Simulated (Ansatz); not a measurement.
Ansatz (a quantum-chemistry and plane-wave program) job for Ga(F)(Me)(vinyl) (C3H6FGa), SMILES C=[CH][Ga]([CH3])[F], PBE-D3(BJ)/def2-SVP. 

Ansatz 0.2 input:
```yaml
crystal:
  periodic: [false, false, false]
  atoms:
    - {symbol: Ga, position_ang: [0.07882840, 0.26346251, 0.11836002]}
    - {symbol: F, position_ang: [1.15485655, 1.65141248, -0.09357622]}
    - {symbol: C, position_ang: [-1.10130038, 0.36894873, 1.66775464]}
    - {symbol: H, position_ang: [-1.75811792, -0.50871156, 1.75972914]}
    - {symbol: H, position_ang: [-1.72738740, 1.27238853, 1.59582574]}
    - {symbol: H, position_ang: [-0.49963470, 0.45682098, 2.58629340]}
    - {symbol: C, position_ang: [0.25736291, -1.12147021, -1.22802690]}
    - {symbol: C, position_ang: [-0.51196089, -2.21837743, -1.17627664]}
    - {symbol: H, position_ang: [0.98230635, -1.03133471, -2.04669778]}
    - {symbol: H, position_ang: [-0.44249010, -3.02402131, -1.91909327]}
    - {symbol: H, position_ang: [-1.25667532, -2.36979843, -0.38373837]}
basis:
  gaussian:
    orbitals: def2-SVP
hamiltonian:
  xc: pbe
  dispersion: d3bj
relax: {f_tol: 0.002, max_steps: 200}
```

Output:

```
WARN ansatz: RAYON_NUM_THREADS=1 ignored (pool sized by the plan → 1); use --threads N
Functional definition: PBE
integrals: 0.06 GiB planned
1325 factors; their error is unknown
mean field: 0.35 GiB planned
mean field evaluation 1: about -58262.0767 eV, gradient 8.5e1 eV
mean field evaluation 2: about -58230.6419 eV, gradient 1.4e2 eV
mean field evaluation 4: about -58277.8290 eV, gradient 1.3e1 eV
mean field evaluation 8: about -58278.2188 eV, gradient 8.1e-2 eV
mean field evaluation 16: about -58278.1555 eV, gradient 7.8e-5 eV
mean field -58278.15549355 eV, -2141.6827120354 hartree, gradient 1.1e-5 eV, S^2 0.000000; 0 other end points of the search recorded, 0 dependent functions left out
the calculation of the forces begins
reference -58278.15553347 eV, -2141.6827135025 hartree; 32, 32 occupied and 86, 86 virtual orbitals, 1325 factors
relax step   1: F+E_penalty+E_count = -58278.34919932 eV  Δ(F+E_penalty+E_count) = +0.000e0 eV  max|allowed force component| = 3.148e-1 eV/Å  Δτ_max = 0.0000 Å  (29 SCF iters, accepted)
these checks for a lower state are left out or cut short: starts, cluster_reference, orbital_swaps, neighbouring_geometries, increment
integrals: 0.06 GiB planned
1325 factors; their error is unknown
mean field: 0.35 GiB planned
mean field -58278.17020132 eV, -2141.6832525358 hartree, gradient 1.1e-5 eV, S^2 0.000000; 0 other end points of the search recorded, 0 dependent functions left out
the calculation of the forces begins
reference -58278.17024132 eV, -2141.6832540060 hartree; 32, 32 occupied and 86, 86 virtual orbitals, 1325 factors
relax step   2: F+E_penalty+E_count = -58278.36286905 eV  Δ(F+E_penalty+E_count) = -1.367e-2 eV  max|allowed force component| = 1.430e-1 eV/Å  Δτ_max = 0.0244 Å  (33 SCF iters, accepted)
these checks for a lower state are left out or cut short: starts, cluster_reference, orbital_swaps, neighbouring_geometries, increment
integrals: 0.06 GiB planned
1325 factors; their error is unknown
mean field: 0.34 GiB planned
mean field evaluation 32: about -58278.1730 eV, gradient 1.1e-5 eV
mean field -58278.17304398 eV, -2141.6833570018 hartree, gradient 1.1e-5 eV, S^2 0.000000; 0 other end points of the search recorded, 0 dependent functions left out
the calculation of the forces begins
reference -58278.17308401 eV, -2141.6833584730 hartree; 32, 32 occupied and 86, 86 virtual orbitals, 1325 factors
relax step   3: F+E_penalty+E_count = -58278.36495294 eV  Δ(F+E_penalty+E_count) = -2.084e-3 eV  max|allowed force component| = 2.715e-2 eV/Å  Δτ_max = 0.0218 Å  (32 SCF iters, accepted)
these checks for a lower state are left out or cut short: starts, cluster_reference, orbital_swaps, neighbouring_geometries, increment
integrals: 0.06 GiB planned
1325 factors; their error is unknown
mean field: 0.34 GiB planned
mean field -58278.17308622 eV, -2141.6833585540 hartree, gradient 8.6e-6 eV, S^2 0.000000; 0 other end points of the search recorded, 0 dependent functions left out
the calculation of the forces begins
reference -58278.17312625 eV, -2141.6833600253 hartree; 32, 32 occupied and 86, 86 virtual orbitals, 1325 factors
relax step   4: F+E_penalty+E_count = -58278.36497847 eV  Δ(F+E_penalty+E_count) = -2.553e-5 eV  max|allowed force component| = 2.464e-2 eV/Å  Δτ_max = 0.0017 Å  (23 SCF iters, accepted)
these checks for a lower state are left out or cut short: starts, cluster_reference, orbital_swaps, neighbouring_geometries, increment
integrals: 0.06 GiB planned
1325 factors; their error is unknown
mean field: 0.34 GiB planned
mean field -58278.17327483 eV, -2141.6833654853 hartree, gradient 1.1e-5 eV, S^2 0.000000; 0 other end points of the search recorded, 0 dependent functions left out
the calculation of the forces begins
reference -58278.17331486 eV, -2141.6833669565 hartree; 32, 32 occupied and 86, 86 virtual orbitals, 1325 factors
relax step   5: F+E_penalty+E_count = -58278.36492316 eV  Δ(F+E_penalty+E_count) = +5.531e-5 eV  max|allowed force component| = 4.483e-2 eV/Å  Δτ_max = 0.0169 Å  (32 SCF iters, rejected (line search))
these checks for a lower state are left out or cut short: starts, cluster_reference, orbital_swaps, neighbouring_geometries, increment
integrals: 0.06 GiB planned
1325 factors; their error is unknown
mean field: 0.34 GiB planned
mean field -58278.17336797 eV, -2141.6833689082 hartree, gradient 1.1e-5 eV, S^2 0.000000; 0 other end points of the search recorded, 0 dependent functions left out
the calculation of the forces begins
reference -58278.17340800 eV, -2141.6833703792 hartree; 32, 32 occupied and 86, 86 virtual orbitals, 1325 factors
relax step   6: F+E_penalty+E_count = -58278.36513908 eV  Δ(F+E_penalty+E_count) = -1.606e-4 eV  max|allowed force component| = 6.027e-3 eV/Å  Δτ_max = 0.0083 Å  (33 SCF iters, accepted)
these checks for a lower state are left out or cut short: starts, cluster_reference, orbital_swaps, neighbouring_geometries, increment
integrals: 0.06 GiB planned
1325 factors; their error is unknown
mean field: 0.34 GiB planned
mean field -58278.17370566 eV, -2141.6833813181 hartree, gradient 1.1e-5 eV, S^2 0.000000; 0 other end points of the search recorded, 0 dependent functions left out
the calculation of the forces begins
reference -58278.17374569 eV, -2141.6833827891 hartree; 32, 32 occupied and 86, 86 virtual orbitals, 1325 factors
relax step   7: F+E_penalty+E_count = -58278.36526020 eV  Δ(F+E_penalty+E_count) = -1.211e-4 eV  max|allowed force component| = 3.330e-3 eV/Å  Δτ_max = 0.0139 Å  (32 SCF iters, accepted)
these checks for a lower state are left out or cut short: starts, cluster_reference, orbital_swaps, neighbouring_geometries, increment
integrals: 0.06 GiB planned
1325 factors; their error is unknown
mean field: 0.34 GiB planned
mean field evaluation 64: about -58278.1480 eV, gradient 1.1e-3 eV
mean field -58278.14795736 eV, -2141.6824350856 hartree, gradient 1.3e-5 eV, S^2 0.000000; 0 other end points of the search recorded, 0 dependent functions left out
the calculation of the forces begins
reference -58278.14799743 eV, -2141.6824365580 hartree; 32, 32 occupied and 86, 86 virtual orbitals, 1325 factors
relax step   8: F+E_penalty+E_count = -58278.33889013 eV  Δ(F+E_penalty+E_count) = +2.637e-2 eV  max|allowed force component| = 7.583e-1 eV/Å  Δτ_max = 0.0379 Å  (31 SCF iters, rejected (line search))
these checks for a lower state are left out or cut short: starts, cluster_reference, orbital_swaps, neighbouring_geometries, increment
integrals: 0.06 GiB planned
1325 factors; their error is unknown
mean field: 0.34 GiB planned
mean field -58278.17383669 eV, -2141.6833861332 hartree, gradient 7.8e-6 eV, S^2 0.000000; 0 other end points of the search recorded, 0 dependent functions left out
the calculation of the forces begins
reference -58278.17387671 eV, -2141.6833876042 hartree; 32, 32 occupied and 86, 86 virtual orbitals, 1325 factors
relax step   9: F+E_penalty+E_count = -58278.36528643 eV  Δ(F+E_penalty+E_count) = -2.623e-5 eV  max|allowed force component| = 8.490e-4 eV/Å  Δτ_max = 0.0061 Å  (24 SCF iters, accepted)
these checks for a lower state are left out or cut short: starts, cluster_reference, orbital_swaps, neighbouring_geometries, increment
integrals: 0.06 GiB planned
1325 factors; their error is unknown
mean field: 0.34 GiB planned
mean field -58278.17392228 eV, -2141.6833892786 hartree, gradient 1.5e-5 eV, S^2 0.000000; 0 other end points of the search recorded, 0 dependent functions left out
the calculation of the forces begins
reference -58278.17396230 eV, -2141.6833907496 hartree; 32, 32 occupied and 86, 86 virtual orbitals, 1325 factors
relax step  10: F+E_penalty+E_count = -58278.36529157 eV  Δ(F+E_penalty+E_count) = -5.140e-6 eV  max|allowed force component| = 6.346e-4 eV/Å  Δτ_max = 0.0045 Å  (24 SCF iters, accepted)
integrals: 0.06 GiB planned
1325 factors; their error is unknown
mean field: 0.34 GiB planned
mean field evaluation 96: about -58278.1739 eV, gradient 8.3e-5 eV
mean field -58278.17392228 eV, -2141.6833892786 hartree, gradient 1.5e-5 eV, S^2 0.000000; 1 other end points of the search recorded, 0 dependent functions left out
the calculation of the forces begins
reference -58278.17396230 eV, -2141.6833907496 hartree; 32, 32 occupied and 86, 86 virtual orbitals, 1325 factors
Total energy: -58278.36533160 eV, -2141.6904234414 hartree
Atom 0 at     0.061994     0.253562     0.130685 Å, force     0.000203     0.000078     0.000232 eV/Å
Atom 1 at     1.163130     1.639404    -0.103125 Å, force     0.000003     0.000006    -0.000005 eV/Å
Atom 2 at    -1.110265     0.397384     1.700309 Å, force    -0.000401    -0.000489     0.000171 eV/Å
Atom 3 at    -1.779398    -0.477602     1.808446 Å, force     0.000084    -0.000148    -0.000149 eV/Å
Atom 4 at    -1.725873     1.315092     1.614382 Å, force    -0.000014     0.000306    -0.000468 eV/Å
Atom 5 at    -0.488934     0.492324     2.613293 Å, force     0.000501     0.000021    -0.000124 eV/Å
Atom 6 at     0.248969    -1.134388    -1.232577 Å, force     0.000233     0.000200     0.000105 eV/Å
Atom 7 at    -0.506230    -2.253012    -1.209531 Å, force    -0.000635    -0.000033     0.000212 eV/Å
Atom 8 at     0.987698    -1.008684    -2.044861 Å, force    -0.000226     0.000224     0.000137 eV/Å
Atom 9 at    -0.413721    -3.047913    -1.972485 Å, force     0.000212    -0.000048     0.000172 eV/Å
Atom 10 at    -1.261582    -2.436847    -0.423981 Å, force     0.000040    -0.000119    -0.000282 eV/Å
Dipole moment:    -0.350883    -0.436613     0.078695 e Å
```

The run converged.
